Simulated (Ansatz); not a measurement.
Lu (SMILES [Lu]), doublet (core potentials on Lu); R2SCAN/def2-SV(P) run with Ansatz (a first-principles code).

The Ansatz input:
Ansatz 0.2 input:
```yaml
crystal:
  periodic: [false, false, false]
  atoms:
    - {symbol: Lu, position_ang: [0.00000000, 0.00000000, 0.00000000]}
basis:
  gaussian:
    orbitals: def2-SV_P_.json
hamiltonian:
  xc: r2scan
magnetization: {spin_polarized: false, initial_magnetization: 1}
```
The basis file holds def2-SV(P) in the JSON format of the Basis Set Exchange.

Output, abridged:

```
Functional definition: r2SCAN
676 factors; their error is unknown
mean field evaluation 1: about -33618.2835 eV, gradient 4.6e1 eV
mean field evaluation 2: about -33615.1479 eV, gradient 1.0e2 eV
mean field evaluation 4: about -33618.9614 eV, gradient 4.6e0 eV
mean field evaluation 8: about -33618.9508 eV, gradient 3.8e0 eV
mean field evaluation 16: about -33619.0214 eV, gradient 4.2e-3 eV
mean field evaluation 32: about -33619.0210 eV, gradient 2.5e-4 eV
mean field evaluation 64: about -33619.0206 eV, gradient 3.1e-2 eV
mean field evaluation 96: about -33619.0210 eV, gradient 1.8e-5 eV
mean field evaluation 128: about -33619.0210 eV, gradient 3.6e-6 eV
mean field evaluation 160: about -33619.0194 eV, gradient 7.6e-1 eV
mean field evaluation 192: about -33619.0210 eV, gradient 4.1e-6 eV
mean field -33619.02103273 eV, -1235.4762351618 hartree, gradient 4.1e-6 eV, S^2 0.750000; 7 other end points of the search recorded, 0 dependent functions left out
reference -33619.02105471 eV, -1235.4762359696 hartree; 22, 21 occupied and 50, 51 virtual orbitals, 676 factors
Total energy: -33619.02105471 eV, -1235.4762359696 hartree
```
